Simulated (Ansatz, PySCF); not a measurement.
This triplet lies 0.59 eV below the relaxed singlet at the level frozen-core CCSD(T)/cc-pVTZ // B3LYP-D3(BJ)/def2-TZVP (Ansatz, a first-principles code).

B3LYP has the VWN-RPA correlation part, as in Gaussian. 

Cartesian coordinates (Å):
SMILES: C[C][AlH2]
```xyz
8

C     -1.4704    -0.0795    -0.1955
C     -0.0222     0.0262    -0.1955
Al     1.8552     0.1003    -0.2154
H     -1.9335     0.6828    -0.8370
H     -1.8823     0.0661     0.8127
H     -1.8209    -1.0592    -0.5487
H      2.5861     1.4710     0.0739
H      2.6881    -1.2078    -0.5205
```
Charge 0, spin multiplicity 3.

Predict the highest occupied spin orbital, dipole moment and total energy from B3LYP-D3(BJ)/def2-TZVP in PySCF 2.14.0.


```
Quantity                             Result
-----------------------------  ------------
highest occupied spin orbital      -5.88 eV
dipole moment                        1.68 D
total energy                   -321.5934 Ha
```
